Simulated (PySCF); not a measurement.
A geometry optimisation on `FB(F)[CH2][Ga]([F])[F]`.

Computed with PBE0-D3(BJ)/def2-SVP geometry optimisation, gas phase (PySCF 2.14.0). Start geometry: GFN2-xTB. The command runs a driver script over a list of jobs; the input below is this job's line of settings and its coordinates in Å.

Command:
```bash
OMP_NUM_THREADS=1 python probes_run.py task.json out
```

Input:
```
{"job": {"xc": "PBE0", "basis": "def2-SVP", "d3": "d3bj", "grid": 1, "shake": 0.01, "kind": "geom"}, "charge": 0, "multiplicity": 1}
F     -2.391910    -0.042690    -0.958980
B     -1.393730    -0.047520    -0.158970
F     -1.528170     0.668070     0.946760
C     -0.000650    -0.784900    -0.392620
Ga     1.262760     0.541100     0.450730
F      1.137310     2.290450     0.300290
F      2.683420     0.068840     1.394570
H      0.216400    -1.028870    -1.426440
H      0.072380    -1.681630     0.238170
```

Output:
```
step   0  E = -2387.29686323  max force = 0.038188
step   1  E = -2387.30221864  max force = 0.007669
step   2  E = -2387.30305939  max force = 0.003015
step   3  E = -2387.30353213  max force = 0.003332
step   4  E = -2387.30392994  max force = 0.005784
step   5  E = -2387.30425188  max force = 0.004915
step   6  E = -2387.30446304  max force = 0.002111
step   7  E = -2387.30456956  max force = 0.001412
step   8  E = -2387.30469187  max force = 0.001350
step   9  E = -2387.30488874  max force = 0.002439
step  10  E = -2387.30495600  max force = 0.001000
step  11  E = -2387.30503094  max force = 0.002558
step  12  E = -2387.30507346  max force = 0.001164
step  13  E = -2387.30509765  max force = 0.000700
step  14  E = -2387.30509798  max force = 0.000944
step  15  E = -2387.30508915  max force = 0.000727
step  16  E = -2387.30508861  max force = 0.000465
step  17  E = -2387.30508925  max force = 0.000275
optimisation converged
```

Energies in Eh; «max force» is the largest Cartesian gradient component in Eh/bohr.

Question: How much energy does the optimisation release, in kcal/mol?

Answer: E(step 0) − E(last step) = 0.008226 Eh, which is 5.2 kcal/mol.

Question: Give the first gradient maximum in eV/Å.

Answer: With 1 Eh/bohr = 51.422 eV/Å, 1.964 eV/Å.

In short: final energy -2387.30509 Eh after 17 steps; dipole 2.86 D.

Question: Where do the atoms end?

Answer: 0.422 Å rms from the input after alignment:
```
atom  x, y, z in Å
F1    -2.0550    0.5055   -1.0871
B2    -1.4414   -0.0922   -0.0849
F3    -2.0797   -0.1192    1.0732
C4    -0.0249   -0.7030   -0.2452
Ga5    1.3236    0.5581    0.3600
F6     1.3027    2.2616   -0.0114
F7     2.6956    0.0863    1.3264
H8     0.2122   -0.9086   -1.3005
H9     0.1249   -1.6062    0.3636
```

Question: Estimate the wall time. Hardware: one thread of an Arm Neoverse V1, no GPU, shared host with 32 logical CPUs at a one-minute load of 15. And the peak memory of the process?

Answer: About 2.1 min, with 0.50 GiB resident at the peak, the Python interpreter and its libraries included.
Labels such as C1 count atoms from 1, the log's own numbers from 0.
